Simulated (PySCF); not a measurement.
1-bromo-2-chlorocyclobutene (C₄H₄BrCl), SMILES ClC1=C(Br)CC1. Atoms are numbered in the order given.

```xyz
10

Cl    -1.4278     1.9677     0.0000
C      0.1250     1.2452     0.0000
C      0.5680    -0.0235     0.0000
Br    -0.2821    -1.6882     0.0000
C      2.0310     0.3663     0.0000
C      1.5124     1.8501     0.0000
H      2.5940     0.0742     0.9002
H      2.5940     0.0742    -0.9002
H      1.7698     2.4297    -0.9006
H      1.7698     2.4297     0.9006
```
Charge 0, spin multiplicity 1.

Geometry optimised at B3LYP-D3(BJ)/def2-SVP.

Method: B3LYP/def2-TZVP run with PySCF.

Isolated molecule, no solvent.

- total energy: -3189.24891 hartree
- point group: Cs
- highest occupied level: -6.71 eV
- lowest empty level: -0.41 eV
- orbital gap: 6.30 eV
- dipole moment: 2.09 D
- quadrupole, principal values (traceless, Buckingham form, about the centre of nuclear charge): -3.52, -1.50, 5.01 D·Å
- mean static polarisability: 79.0 bohr³ (11.70 Å³)
- polarisability, principal values: 52.7, 84.4, 99.9 bohr³
